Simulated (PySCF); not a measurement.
Run record for isopentyl formate, `CC(C)CCOC=O`: PBE0/pcSseg-0, energy threshold 1e-11 Eh, TDA, 3 singlets.

Method: TDA PBE0/pcSseg-0, vertical, gas phase, core orbitals frozen in the response (PySCF 2.14.0, density-fitted response routines). Geometry: GFN2-xTB. The input is one job of a driver script: a line of settings, then coordinates in Å.

Command:
```bash
OMP_NUM_THREADS=1 python probes_run.py task.json out
```

Input:
```
{"job": {"kind": "uv", "xc": "PBE0", "basis": "pcSseg-0", "nstates": 3, "ntriplets": 0, "tda": true, "scf": {"conv": 1e-11}}, "charge": 0, "multiplicity": 1}
C     -1.879150    -1.372994    -0.271153
C     -0.701874    -0.403395    -0.365422
C     -1.197536     0.989038    -0.749119
C      0.055593    -0.394990     0.968419
C      1.344036     0.424164     0.954575
O      2.295582    -0.135267     0.039627
C      2.547361     0.527000    -1.070040
O      2.093567     1.580685    -1.409148
H     -1.539922    -2.375324    -0.018807
H     -2.578910    -1.043873     0.494245
H     -2.407828    -1.421361    -1.220062
H     -0.023731    -0.761185    -1.148669
H     -1.828135     0.928557    -1.633097
H     -0.368830     1.653062    -0.979073
H     -1.782969     1.421450     0.059906
H      0.308616    -1.422778     1.237262
H     -0.588731     0.012045     1.750316
H      1.152848     1.462840     0.672720
H      1.818214     0.393338     1.939370
H      3.276649    -0.050334    -1.664584
```

Output:
```
final grid: 154128 points
cycle   1  E = -384.8318452334  dE =  1.002e+00  |g| = 8.255e-01  |ddm| = 4.207e+00
cycle   2  E = -384.5074423166  dE =  3.244e-01  |g| = 1.554e+00  |ddm| = 2.181e+00
cycle   3  E = -384.9583000506  dE = -4.509e-01  |g| = 2.934e-01  |ddm| = 1.559e+00
cycle   4  E = -384.9744853166  dE = -1.619e-02  |g| = 5.872e-02  |ddm| = 2.955e-01
cycle   5  E = -384.9750001307  dE = -5.148e-04  |g| = 1.952e-02  |ddm| = 5.185e-02
cycle   6  E = -384.9750873412  dE = -8.721e-05  |g| = 3.459e-03  |ddm| = 2.128e-02
cycle   7  E = -384.9750899663  dE = -2.625e-06  |g| = 7.150e-04  |ddm| = 4.774e-03
cycle   8  E = -384.9750900815  dE = -1.152e-07  |g| = 1.195e-04  |ddm| = 1.090e-03
cycle   9  E = -384.9750900849  dE = -3.397e-09  |g| = 5.462e-05  |ddm| = 2.217e-04
cycle  10  E = -384.9750900857  dE = -7.221e-10  |g| = 1.223e-05  |ddm| = 7.290e-05
cycle  11  E = -384.9750900857  dE = -3.479e-11  |g| = 3.059e-06  |ddm| = 1.993e-05
cycle  12  E = -384.9750900857  dE = -1.478e-12  |g| = 2.697e-07  |ddm| = 4.949e-06
converged SCF energy = -384.9750900857

Static polarisability (au): isotropic 62.995, principal 57.471 63.072 68.441

Singlet excitations
state   eV       nm        f      main configurations
  1   6.0522    204.9   0.00183   H->L 0.99
  2   8.1437    152.2   0.00350   H-2->L 0.40, H-5->L 0.39, H-3->L 0.14
  3   8.3144    149.1   0.08292   H-1->L 0.75
```

H and L stand for HOMO and LUMO; the number after each pair is its weight.

Problem. Which computed singlet has the largest oscillator strength, and what do all of them sum to?

Solution. State 3 at 8.31 eV (149 nm), f = 0.083; the 3 states sum to 0.088.

Problem. Give the mean polarisability as a volume in Å³, and the ratio of the largest to the smallest principal value.

Solution. 62.995 au × 0.148185 = 9.33 Å³; 68.441/57.471 = 1.19.

In short: SCF converged in 12 cycles with 96 basis and 874 fitting functions; HOMO -8.31 eV, LUMO 0.20 eV; lowest singlet 6.05 eV; mean polarisability 63.0 au.

On one thread, Intel Xeon at 2.60 GHz (x86_64), no GPU, shared host, this took 12 s of wall time and 0.60 GiB of memory at its peak.

The values belong to the conformer `[CH3:1][CH:2]([CH3:3])[CH2:4][CH2:5][O:6][CH:7]=[O:8]`: C1–C2–C4–C5 174°, C2–C4–C5–O6 -64°, C4–C5–O6–C7 109°, C5–O6–C7–O8 2°.
